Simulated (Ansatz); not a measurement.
The cluster ScSi4⁻, 5 atoms. Hardware: 4 threads of Arm Neoverse V1 on a shared host.

Correlated methods freeze 25 core orbitals; core or outer-core shells of Sc are correlated, in sets that lack core-valence functions.

(1) How many basis functions does each of these Ansatz runs have, and roughly what does it cost? revPBE-D4/def2-TZVPD, charge -1 singlet, energy, from earlier orbitals; ωB97M-V/def2-TZVPD, charge -1 singlet, energy, from earlier orbitals; CCSD(T)/def2-TZVPPD, charge -1 singlet, energy, from earlier orbitals; r2SCAN-D4/def2-SVPD, charge -1 singlet, relaxation, 8 steps; r2SCANh-D4/def2-TZVPD, charge -1 singlet, energy, from earlier orbitals; r2SCAN-D4/def2-TZVPD, charge -1 singlet, energy, from earlier orbitals; MP2/def2-TZVPD, charge -1 singlet, energy, from earlier orbitals; PBE-D4/def2-TZVPD, charge -1 singlet, energy and forces, from earlier orbitals; PBE0-D4/def2-TZVPD, charge -1 singlet, energy, from earlier orbitals.

Answers

(1) Other jobs shared the machine, so times can vary by a factor of up to 3. A dash marks memory too small to be measured apart from the calling script's.

```
                                                                           run  functions  fitting or Cholesky vectors  wall time  peak host memory (GiB)
        revPBE-D4/def2-TZVPD, charge -1 singlet, energy, from earlier orbitals        220                         1571      3.1 s                       –
PBE-D4/def2-TZVPD, charge -1 singlet, energy and forces, from earlier orbitals        220                         1571      3.9 s                       –
              MP2/def2-TZVPD, charge -1 singlet, energy, from earlier orbitals        220                         1489        7 s                    0.63
          PBE0-D4/def2-TZVPD, charge -1 singlet, energy, from earlier orbitals        220                         1744        7 s                    0.81
        r2SCAN-D4/def2-TZVPD, charge -1 singlet, energy, from earlier orbitals        220                         1571      7.5 s                       –
       r2SCANh-D4/def2-TZVPD, charge -1 singlet, energy, from earlier orbitals        220                         1606      9.5 s                    0.81
          ωB97M-V/def2-TZVPD, charge -1 singlet, energy, from earlier orbitals        220                         1660       18 s                       1
                   r2SCAN-D4/def2-SVPD, charge -1 singlet, relaxation, 8 steps        130                         1301       24 s                       –
         CCSD(T)/def2-TZVPPD, charge -1 singlet, energy, from earlier orbitals        259                         1577    7.2 min                     2.3
```
